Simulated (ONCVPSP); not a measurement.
**PBE ONCV dataset for neon, scalar-relativistic all-electron reference.**

| Property | Result |
| --- | --- |
| Element | neon (Ne) |
| Generator | ONCVPSP 4.0.1 |
| Type | optimised norm-conserving Vanderbilt (ONCV) |
| Functional | PBE |
| Relativity | scalar-relativistic |
| Frozen core | [He] |
| Valence charge | 8 |
| Reference configuration | 2s2 2p6 |
| Partial waves | 2s: rc 0.75 bohr, ncon 5, nbas 8, qcut 11.1 1/bohr, 2 projectors, debl 3.2 Ha; 2p: rc 1.05 bohr, ncon 4, nbas 9, qcut 10.9 1/bohr, 2 projectors, debl 0.7 Ha; d scattering state at 0.06 Ha: rc 1.00 bohr, ncon 5, nbas 9, qcut 8.1 1/bohr, 1 projector |
| Local potential | polynomial inside 0.55 bohr (lpopt 5, dvloc0 3 Ha) |
| Core correction | none |

- Cutoffs needed: 92 Ha and 250 Ha (the cutoffs (Ha) at which the residual kinetic energy of the hardest occupied pseudo-wave falls to 1 and 0.1 mHa per electron)
- Ghost test: no bound ghost flagged; no localised positive-energy state flagged
- Largest excitation error: +487 meV (all-electron minus pseudo) for 2s2 2p3, out of 4 test configurations
